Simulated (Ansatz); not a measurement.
Ideal-gas functions of BF2H2OP (`FB(F)OP`) at 400 K and 1 bar, from an Ansatz frequency run at PBE0-D4/def2-TZVP.

Molar mass 97.8 g/mol, point group C1 (symmetry number 1), electronic degeneracy 1, moments of inertia 52.516, 216.833, 265.46 u Å². Harmonic wavenumbers (cm⁻¹, unscaled): 21, 118, 146, 400, 505, 682, 717, 920, 940, 1028, 1120, 1434, 1482, 2371, 2407.

Use S(trans) = R[1.5 ln M + 2.5 ln T − 1.1517]; rotational temperatures θ = 24.2544 K / I; S(rot) = R[ln(√π/σ · √(T³/θAθBθC)) + 1.5]; for each mode x = 1.438777 ν̃/T, S = R[x/(eˣ − 1) − ln(1 − e⁻ˣ)] and H = RT x/(eˣ − 1); 1 cm⁻¹ = 0.0119627 kJ/mol; R = 8.31446 J/(mol·K).

Problem. By hand: the entropy, in J/(mol·K).

Solution. Translation 172.1. Rotation: θ = 0.4618, 0.1119, 0.0914 K, giving 114.2. Vibration, mode by mode: 29.79, 15.50, 13.76, 5.97, 4.41, 2.67, 2.42, 1.35, 1.28, 0.99, 0.76, 0.30, 0.26, 0.02, 0.01, in all 79.5. Electronic 0.0. Sum 365.8 J/(mol·K).

Problem. By hand: H − E and G − E in kJ/mol, counted from the electronic energy.

Solution. Zero-point energy ½ × 14291 × 0.0119627 = 85.5; thermal vibration 14.1; translation, rotation and pV give 4 RT = 13.3. H − E = 112.9 kJ/mol, and G − E = 112.9 − 400 × 365.8/1000 = -33.4 kJ/mol.

Vibration gives 22 % of the entropy, 59.1 J/(mol·K) of it from the modes under 150 cm⁻¹: soft modes count most, and the harmonic formula is weakest for them. The sum counts one conformer and one mirror image; others add a mixing term.
